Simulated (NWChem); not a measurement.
System: Tl, doublet

Here is an NWChem input.

```
start job
memory heap 200 mb stack 900 mb global 1100 mb
geometry units angstroms noautoz
  Tl     0.000000     0.000000     0.000000
end
basis spherical
  Tl library def2-tzvp
end
ecp
  Tl library def2-ecp
end
dft
  odft
  mult 2
  xc b3lyp
  iterations 150
  mulliken
end
task dft energy
```

NWChem printed, in part:

```
             Northwest Computational Chemistry Package (NWChem) 7.3.0
             --------------------------------------------------------

                             Geometry "geometry" -> ""
                             -------------------------

 Output coordinates in angstroms (scale by  1.889725989 to convert to a.u.)

  No.       Tag          Charge          X              Y              Z
 ---- ---------------- ---------- -------------- -------------- --------------
    1 Tl                  81.0000     0.00000000     0.00000000     0.00000000

 Effective nuclear repulsion energy (a.u.)       0.0000000000

                                 NWChem DFT Module
                                 -----------------

 Summary of "ao basis" -> "ao basis" (spherical)
 ------------------------------------------------------------------------------
       Tag                 Description            Shells   Functions and Types
 ---------------- ------------------------------  ------  ---------------------
 Tl                        def2-tzvp                16       50   6s5p3d2f

            General Information
            -------------------
          SCF calculation type: DFT
          Wavefunction type:  spin polarized.
          No. of atoms     :     1
          No. of electrons :    21
           Alpha electrons :    11
            Beta electrons :    10
          Charge           :     0
          Spin multiplicity:     2
          Use of symmetry is: off; symmetry adaption is: off
          Maximum number of iterations: 150
          AO basis - number of functions:    50
                     number of shells:    16
          Convergence on energy requested:  1.00D-06
          Convergence on density requested:  1.00D-05
          Convergence on gradient requested:  5.00D-04

              XC Information
              --------------
                         B3LYP Method XC Potential
                     Hartree-Fock (Exact) Exchange  0.200
                        Slater Exchange Functional  0.800 local
                    Becke 1988 Exchange Functional  0.720 non-local
              Lee-Yang-Parr Correlation Functional  0.810
                  VWN I RPA Correlation Functional  0.190 local

             Grid Information
             ----------------
          Grid used for XC integration:  medium
          Radial quadrature: Mura-Knowles
          Angular quadrature: Lebedev.
          Tag              B.-S. Rad. Rad. Pts. Rad. Cut. Ang. Pts.
          ---              ---------- --------- --------- ---------
          Tl                  1.90      123           9.0       590
          Grid pruning is: on
          Number of quadrature shells:   123
          Spatial weights used:  Erf1

      Superposition of Atomic Density Guess
      -------------------------------------

 Sum of atomic energies:        -195.23690061

      Non-variational initial energy
      ------------------------------

 Total energy =    -171.417224
 1-e energy   =    -301.457654
 2-e energy   =     130.040430
 HOMO         =      -0.005335
 LUMO         =      -0.005335

     ---------------------------------------------
      Total Density - Mulliken Population Analysis
     ---------------------------------------------

    Atom       Charge   Shell Charges
 -----------   ------   -------------------------------------------------------
    1 Tl  21    21.00   0.06 -0.56  1.74  0.78  1.06  0.93 -0.55  6.49  0.17  0.28  0.61  9.07  0.88  0.05  0.00  0.00

     --------------------------------------------
      Spin Density - Mulliken Population Analysis
     --------------------------------------------

    Atom       Charge   Shell Charges
 -----------   ------   -------------------------------------------------------
    1 Tl  21     1.00   0.00 -0.00 -0.00  0.00  0.00 -0.00 -0.00  0.01  0.11  0.28  0.61 -0.00 -0.00 -0.00  0.00  0.00

   convergence    iter        energy       DeltaE   RMS-Dens  Diis-err
 ---------------- ----- ----------------- --------- --------- ---------
 d= 0,ls=0.0,diis     1   -172.5477047796 -1.73D+02  1.08D-02  3.52D-02
                                                     7.85D-03  3.18D-02
 d= 0,ls=0.0,diis     2   -172.5664511162 -1.87D-02  1.73D-03  8.29D-04
                                                     1.66D-03  4.84D-04
 d= 0,ls=0.0,diis     3   -172.5667363668 -2.85D-04  4.96D-04  5.32D-04
                                                     4.52D-04  5.54D-04
 d= 0,ls=0.0,diis     4   -172.5669490846 -2.13D-04  1.11D-04  8.89D-07
                                                     2.28D-05  9.03D-07
 d= 0,ls=0.0,diis     5   -172.5669511039 -2.02D-06  2.72D-05  1.47D-07
                                                     2.09D-05  6.73D-08
 d= 0,ls=0.0,diis     6   -172.5669512066 -1.03D-07  6.65D-07  2.15D-10
                                                     8.26D-07  1.35D-10

         Total DFT energy =     -172.566951206564
      One electron energy =     -301.452254680668
           Coulomb energy =      143.873045636829
    Exchange-Corr. energy =      -14.987742162725
 Nuclear repulsion energy =        0.000000000000

 Numeric. integr. density =       21.000000020859

                    DFT Final Alpha Molecular Orbital Analysis
                    ------------------------------------------

 Vector    9  Occ=1.000000D+00  E=-6.270145D-01
              MO Center=  4.9D-15, -1.8D-14,  9.0D-15, r^2= 6.5D-01
   Bfn.  Coefficient  Atom+Function         Bfn.  Coefficient  Atom+Function
  ----- ------------  ---------------      ----- ------------  ---------------
    25      0.559415  1 Tl d  1              24      0.538450  1 Tl d  0
    23      0.407867  1 Tl d -1              22     -0.199725  1 Tl d -2
    30      0.098781  1 Tl d  1              29      0.095079  1 Tl d  0
    28      0.072021  1 Tl d -1              26      0.064159  1 Tl d  2
    27     -0.035267  1 Tl d -2

 Vector   10  Occ=1.000000D+00  E=-3.855912D-01
              MO Center=  4.3D-14, -1.4D-13,  6.7D-14, r^2= 2.0D+00
   Bfn.  Coefficient  Atom+Function         Bfn.  Coefficient  Atom+Function
  ----- ------------  ---------------      ----- ------------  ---------------
     5      0.793980  1 Tl s                  3     -0.612628  1 Tl s
     6      0.456953  1 Tl s                  2      0.385250  1 Tl s
     4     -0.273501  1 Tl s                  1     -0.104939  1 Tl s

 Vector   11  Occ=1.000000D+00  E=-1.190947D-01
              MO Center=  2.1D-14, -1.1D-13,  5.1D-14, r^2= 4.7D+00
   Bfn.  Coefficient  Atom+Function         Bfn.  Coefficient  Atom+Function
  ----- ------------  ---------------      ----- ------------  ---------------
    18      0.471008  1 Tl pz                21      0.298026  1 Tl pz
    12     -0.296294  1 Tl pz                15      0.244528  1 Tl pz
    16     -0.230640  1 Tl px                17      0.168164  1 Tl py
    19     -0.145951  1 Tl px                10      0.145092  1 Tl px
    13     -0.119745  1 Tl px                20      0.106392  1 Tl py

 Vector   12  Occ=0.000000D+00  E=-7.465318D-02
              MO Center=  5.2D-14, -1.3D-13,  4.3D-14, r^2= 4.9D+00
   Bfn.  Coefficient  Atom+Function         Bfn.  Coefficient  Atom+Function
  ----- ------------  ---------------      ----- ------------  ---------------
    16      0.383663  1 Tl px                17      0.344957  1 Tl py
    19      0.281722  1 Tl px                10     -0.253384  1 Tl px
    20      0.253279  1 Tl py                11     -0.227814  1 Tl py
    13      0.212552  1 Tl px                14      0.191101  1 Tl py
    18      0.064738  1 Tl pz                 7      0.050177  1 Tl px

 Vector   13  Occ=0.000000D+00  E=-7.464940D-02
              MO Center=  2.8D-15, -8.8D-14,  3.2D-14, r^2= 4.9D+00
   Bfn.  Coefficient  Atom+Function         Bfn.  Coefficient  Atom+Function
  ----- ------------  ---------------      ----- ------------  ---------------
    17      0.355248  1 Tl py                16     -0.275258  1 Tl px
    18     -0.261621  1 Tl pz                20      0.260803  1 Tl py
    11     -0.234606  1 Tl py                19     -0.202083  1 Tl px
    14      0.196800  1 Tl py                21     -0.192069  1 Tl pz
    10      0.181783  1 Tl px                12      0.172775  1 Tl pz

 Vector   14  Occ=0.000000D+00  E= 7.548007D-02
              MO Center=  5.5D-15, -6.9D-15,  6.1D-15, r^2= 1.3D+01
   Bfn.  Coefficient  Atom+Function         Bfn.  Coefficient  Atom+Function
  ----- ------------  ---------------      ----- ------------  ---------------
    21      1.240526  1 Tl pz                18     -1.032251  1 Tl pz
    19     -0.608312  1 Tl px                16      0.506201  1 Tl px
    20      0.442476  1 Tl py                17     -0.368176  1 Tl py
    12      0.201305  1 Tl pz                10     -0.098719  1 Tl px
    15     -0.072454  1 Tl pz                11      0.071797  1 Tl py

                     DFT Final Beta Molecular Orbital Analysis
                     -----------------------------------------

 Vector    8  Occ=1.000000D+00  E=-6.259444D-01
              MO Center=  1.1D-14, -2.5D-14,  1.5D-14, r^2= 6.4D-01
   Bfn.  Coefficient  Atom+Function         Bfn.  Coefficient  Atom+Function
  ----- ------------  ---------------      ----- ------------  ---------------
    24      0.679670  1 Tl d  0              22      0.404820  1 Tl d -2
    23     -0.377464  1 Tl d -1              25     -0.231841  1 Tl d  1
    29      0.114595  1 Tl d  0              27      0.068254  1 Tl d -2
    28     -0.063642  1 Tl d -1              30     -0.039089  1 Tl d  1

 Vector    9  Occ=1.000000D+00  E=-6.225108D-01
              MO Center=  6.4D-15, -2.3D-14,  1.0D-14, r^2= 6.4D-01
   Bfn.  Coefficient  Atom+Function         Bfn.  Coefficient  Atom+Function
  ----- ------------  ---------------      ----- ------------  ---------------
    25      0.562447  1 Tl d  1              24      0.541368  1 Tl d  0
    23      0.410077  1 Tl d -1              22     -0.200808  1 Tl d -2
    30      0.094218  1 Tl d  1              29      0.090687  1 Tl d  0
    28      0.068694  1 Tl d -1              26      0.064506  1 Tl d  2
     5     -0.045826  1 Tl s                 27     -0.033638  1 Tl d -2

 Vector   10  Occ=1.000000D+00  E=-3.671505D-01
              MO Center=  6.7D-14, -2.7D-13,  1.3D-13, r^2= 2.0D+00
   Bfn.  Coefficient  Atom+Function         Bfn.  Coefficient  Atom+Function
  ----- ------------  ---------------      ----- ------------  ---------------
     5      0.805937  1 Tl s                  3     -0.624805  1 Tl s
     6      0.443835  1 Tl s                  2      0.390197  1 Tl s
     4     -0.267112  1 Tl s                  1     -0.106275  1 Tl s
    25      0.031453  1 Tl d  1              24      0.030275  1 Tl d  0

 Vector   11  Occ=0.000000D+00  E=-6.956195D-02
              MO Center=  9.3D-14, -7.7D-14,  6.5D-14, r^2= 5.1D+00
   Bfn.  Coefficient  Atom+Function         Bfn.  Coefficient  Atom+Function
  ----- ------------  ---------------      ----- ------------  ---------------
    17      0.372622  1 Tl py                16      0.330963  1 Tl px
    20      0.304103  1 Tl py                19      0.270105  1 Tl px
    11     -0.252304  1 Tl py                10     -0.224097  1 Tl px
    14      0.212514  1 Tl py                13      0.188755  1 Tl px
     8      0.049953  1 Tl py                 7      0.044369  1 Tl px

 Vector   12  Occ=0.000000D+00  E=-6.956172D-02
              MO Center= -2.4D-14, -3.1D-14, -4.7D-15, r^2= 5.1D+00
   Bfn.  Coefficient  Atom+Function         Bfn.  Coefficient  Atom+Function
  ----- ------------  ---------------      ----- ------------  ---------------
    16      0.309812  1 Tl px                17     -0.295207  1 Tl py
    18      0.257107  1 Tl pz                19      0.252834  1 Tl px
    20     -0.240914  1 Tl py                10     -0.209772  1 Tl px
    21      0.209821  1 Tl pz                11      0.199883  1 Tl py
    13      0.176689  1 Tl px                12     -0.174086  1 Tl pz

 Vector   13  Occ=0.000000D+00  E=-5.046827D-02
              MO Center=  4.7D-14, -1.8D-13,  8.4D-14, r^2= 5.7D+00
   Bfn.  Coefficient  Atom+Function         Bfn.  Coefficient  Atom+Function
  ----- ------------  ---------------      ----- ------------  ---------------
    21      0.428172  1 Tl pz                18      0.360003  1 Tl pz
    12     -0.271882  1 Tl pz                15      0.233139  1 Tl pz
    19     -0.209669  1 Tl px                16     -0.176287  1 Tl px
    20      0.152869  1 Tl py                10      0.133136  1 Tl px
    17      0.128531  1 Tl py                13     -0.114164  1 Tl px

     ---------------------------------------------
      Total Density - Mulliken Population Analysis
     ---------------------------------------------

    Atom       Charge   Shell Charges
 -----------   ------   -------------------------------------------------------
    1 Tl  21    21.00   0.06 -0.59  1.85  0.70  1.20  0.79 -0.56  6.55  0.19  0.53  0.29  8.94  1.00  0.06  0.00  0.00

     --------------------------------------------
      Spin Density - Mulliken Population Analysis
     --------------------------------------------

    Atom       Charge   Shell Charges
 -----------   ------   -------------------------------------------------------
    1 Tl  21     1.00  -0.00  0.00 -0.00 -0.00 -0.01  0.01 -0.01  0.01  0.18  0.52  0.29 -0.02  0.02  0.00  0.00  0.00

     -------------------------------------------
      Total Density - Lowdin Population Analysis
     -------------------------------------------

    Atom       Charge   Shell Charges
 -----------   ------   -------------------------------------------------------
    1 Tl  21    21.00   0.01  0.01  1.01  0.98  1.00  0.99  0.03  5.40  0.74  0.50  0.32  8.33  1.53  0.14  0.00  0.00

     ------------------------------------------
      Spin Density - Lowdin Population Analysis
     ------------------------------------------

    Atom       Charge   Shell Charges
 -----------   ------   -------------------------------------------------------
    1 Tl  21     1.00  -0.00 -0.00 -0.00  0.00 -0.01  0.01  0.00  0.03  0.17  0.48  0.32 -0.02  0.02  0.00  0.00  0.00

   alpha - beta orbital overlaps
   -----------------------------

   alpha      1      2      3      4      5      6      7      8      9     10
    beta      1      2      3      4      5      6      8      7      9     10
 overlap   1.000  1.000  1.000  1.000  1.000  1.000  1.000  1.000  1.000  0.999

   alpha     11     12     13     14     15     16     17     18     19     20
    beta     13     11     12     16     14     15     22     20     21     18
 overlap   0.994  0.991  0.991  0.994  0.811  0.811  0.998  1.000  1.000  0.995

   alpha     21     22     23     24     25     26     27     28     29     30
    beta     17     19     24     23     25     26     27     29     28     31
 overlap   0.995  0.999  0.998  0.998  1.000  0.997  0.997  0.995  0.995  0.999

   alpha     31     32     33     34     35     36     37     38     39     40
    beta     30     32     34     33     35     36     37     38     39     41
 overlap   0.999  1.000  0.998  0.998  1.000  1.000  1.000  0.996  0.996  0.998

   alpha     41     42     43     44     45     46     47     48     49     50
    beta     40     42     43     44     45     46     48     47     49     50
 overlap   0.998  1.000  1.000  1.000  1.000  1.000  0.997  0.997  1.000  1.000

     --------------------------
     Expectation value of S2:
     --------------------------
      <S2> =      0.7513 (Exact =     0.7500)
```

Level: B3LYP/def2-TZVP with def2 effective core potentials on Tl, spin-unrestricted. The open p shell is one determinant without spherical averaging. No stability test was run on the SCF state. def2 effective core potentials on Tl; no spin-orbit coupling.
